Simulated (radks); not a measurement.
Q: Coherent X-ray form factor from a spherical all-electron density. Calculated with a radial shooting solver on a logarithmic mesh with Libxc functionals: scalar-relativistic Kohn-Sham, r2SCAN, spin-polarised, spherical densities, finite nucleus; meta-GGA in the generalised Kohn-Sham scheme; Fermi nuclear charge, rms radius of each element as measured or else 0.836 A^(1/3) + 0.57 fm.

sin(theta)/lambda (1/angstrom)  f0 (electrons)
0.05                                    35.643
0.1                                     34.623
0.15                                    33.083
0.2                                     31.212
0.25                                    29.205
0.3                                     27.223
0.4                                     23.703
0.5                                     20.912
0.6                                     18.668
0.8                                     14.968
1                                       11.877
1.25                                     9.013
1.5                                      7.241
2                                        5.553

The species is in the configuration that NIST lists as its ground one. Which atom or ion scatters so?

A: The zirconium ion Zr4+, [Kr]. Extrapolating in s^2 from the first two rows gives f0(0) = 36.0, near the electron count 36; among species with that count, the fall with angle is slower the higher Z, and the table is that of Z = 40; from so few rows the species is fixed only to a neighbour or two.
